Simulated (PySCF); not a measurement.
Radial density of C (carbon, neutral)

revPBE, [He] 2s2 2p2, high-spin 3P determinant. Computed with PySCF 2.14 in ANO-RCC-VTZP, with the spin-free X2C one-electron Hamiltonian (Gaussian nucleus).

| r (bohr) | 4πr²ρ (e/bohr) | 4πr²(ρα − ρβ) |
| --- | --- | --- |
| 0.00339 | 0.01844 | 0.0000 |
| 0.00570 | 0.04994 | 0.0000 |
| 0.00959 | 0.1335 | 0.0000 |
| 0.0161 | 0.3466 | 0.0001 |
| 0.0271 | 0.8561 | 0.0003 |
| 0.0456 | 1.936 | 0.0009 |
| 0.0767 | 3.782 | 0.0031 |
| 0.129 | 5.786 | 0.0129 |
| 0.217 | 5.928 | 0.0560 |
| 0.365 | 3.293 | 0.2167 |
| 0.614 | 1.555 | 0.6170 |
| 1.03 | 2.281 | 1.0421 |
| 1.74 | 1.814 | 0.8425 |
| 2.92 | 0.4505 | 0.2572 |
| 4.92 | 0.02402 | 0.0173 |
| 8.27 | 0.0001181 | 0.0001 |

Densities and radii are taken from the X2C orbitals without a picture-change correction, which distorts them close to the nucleus.
